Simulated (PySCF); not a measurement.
Exercise with solution: oscillator strength and radiative lifetime

Mg(SH)(SiH3) (H4MgSSi), SMILES [SiH3][Mg][SH].

Coordinates come from a PBE-D3(BJ)/def2-TZVP optimisation. Other conformers were not sampled.

TDDFT-ωB97X/def2-SVPD in PySCF puts the first singlet state with f over 0.02 at 5.17 eV (vertical), with the transition dipole (-0.366, -0.149, -0.289) in atomic units.

Q: Find the oscillator strength, the wavelength and the radiative lifetime that this transition would have in vacuum if emission retraced absorption.

A: 
|μ|² = 0.2397 au, so |μ| = 1.24 D. ΔE = 5.17/27.211 = 0.1900 hartree. f = (2/3) ΔE |μ|² = 0.030 (the program prints 0.030).
λ = 1239.84/5.17 = 240 nm; ν = 41699 cm⁻¹.
Einstein's coefficient A = 0.6670 ν² f s⁻¹ (ν in cm⁻¹) = 3.5e7 s⁻¹, so τ = 1/A = 28 ns. This state is S1. The figure is the radiative limit of this one transition; relaxation, internal conversion, crossing to triplets and a medium change what is measured.
